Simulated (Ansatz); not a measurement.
## A basis-limit estimate, worked out

The pair of F⁻ (SMILES [F-], atom 1) and SiH₄ (SMILES [SiH4], atoms 2–6), both closed shells, in one local arrangement (a lower one may exist), relaxed at PBE0-D4/def2-TZVPD:

F1  (-0.357, 0.007, -1.679)
Si2  (0.007, 0.000, 0.032)
H3  (1.335, 0.671, -0.261)
H4  (-1.229, 0.842, 0.285)
H5  (0.338, -0.007, 1.589)
H6  (-0.094, -1.514, 0.033)
(Å)

Both fragments are computed in the basis of the whole pair.

Program: Ansatz 0.2.0. Basis: def2-TZVPPD and def2-QZVPPD. Cores are frozen in the correlated methods.

Energies in eV:

| quantity | pair | first fragment | second fragment |
| --- | --- | --- | --- |
| Hartree–Fock, triple zeta (X = 3) | -10633.49730 | -2706.33251 | -7924.36390 |
| Hartree–Fock, quadruple zeta (X = 4) | -10633.87221 | -2706.42192 | -7924.61009 |
| MP2 correlation, X = 3 | -11.76570 | -7.86902 | -4.08585 |
| MP2 correlation, X = 4 | -12.70492 | -8.52054 | -4.32575 |
| CCSD(T) correlation, X = 3 | -12.84322 | -7.97613 | -5.06298 |

**Question.** Work out the interaction energy at the basis limit: extrapolate Hartree–Fock as E(X) = E∞ + A exp(−7.88 √X) and the MP2 correlation as E(X) = E∞ + B X^−2.97 (the exponents that Neese and Valeev fitted for def2-TZVPP and QZVPP, reused here for the diffuse sets), then add CCSD(T) − MP2 in triple zeta.

**Answer.** Each step is linear, so take the differences first (pair − first fragment − second fragment): Hartree–Fock -2.80089 (X = 3) and -2.84020 (X = 4); MP2 correlation 0.18917 and 0.14137; CCSD(T) correlation 0.19589.
Two points give E∞ = E(4) + w [E(4) − E(3)], with w = 1/(exp(7.88 (2 − √3)) − 1) = 0.1377 for Hartree–Fock and w = 1/((4/3)^2.97 − 1) = 0.7407 for the correlation.
Hartree–Fock: -2.84020 + 0.1377 × (-0.03931) = -2.8456 eV.
MP2 correlation: 0.14137 + 0.7407 × (-0.04780) = 0.1060 eV.
CCSD(T) − MP2: 0.19589 − 0.18917 = 0.0067 eV.
Sum: -2.8456 + 0.1060 + 0.0067 = -2.7329 eV, or -63.02 kcal/mol. Plain CCSD(T) in triple zeta gives -2.6050 eV, so the larger basis shifts the result by -0.1279 eV.

No T1 diagnostic of these runs exceeds 0.023.

For scale, one of the runs: CCSD(T)/def2-TZVPPD, 156 basis functions, launched by `ansatz run in.yaml --threads 2 --pin off --events-out ev --progress --plain --max-ram 5222MiB`. Time: 10 s of wall clock on 2 CPU threads of an Arm Neoverse V2; the host was shared. Peak host memory: 1.1 GiB.
